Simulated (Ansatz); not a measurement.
Cartesian coordinates in Å:
```
Si -0.886 -0.972 -1.038
C -0.719 0.178 0.420
Sn 1.292 0.849 0.772
H -2.295 -1.409 -1.243
H -0.047 -2.184 -0.833
H -0.424 -0.294 -2.280
H -1.338 1.067 0.274
H -1.062 -0.316 1.333
H 1.858 1.696 -0.599
H 1.320 1.885 2.130
H 2.300 -0.498 1.064
```

Charge 0, multiplicity 1. Sn: def2 effective core potential.

Q: List the PBE0/def2-TZVPP orbital energies in eV (Ansatz). (Best estimate.)

A: Ansatz gave: Occupied: -1802.36, -278.25, -144.71, -139.82, -99.36, -99.36, -99.35, -94.43, -94.43, -94.43, -28.23, -28.23, -28.23, -28.10, -28.10, -19.55, -14.65, -14.09, -11.97, -10.34, -9.52, -9.44, -9.01, -8.86, -8.25. Lowest empty: -0.05, 0.59, 0.83, 1.02, 1.38, 1.55, 1.68, 2.15.
